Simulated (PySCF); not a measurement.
Method: PBE-D3(BJ)/def2-TZVP // B3LYP-D3(BJ)/def2-TZVP (PySCF). Gas-phase values, no solvent. One relaxed conformer stands for a flexible species; it need not be the lowest. 

Reference species (SMILES): `[H]/B=[SiH]\B` (neutral, multiplicity 1).

The LUMO is -3.84 eV and the HOMO is -5.55 eV.

Changed species: `B1B[SiH2]1`.

What does the change do to the LUMO and HOMO?

the LUMO increases by 1.07 eV, to -2.77 eV; the HOMO decreases by 0.59 eV, to -6.14 eV.
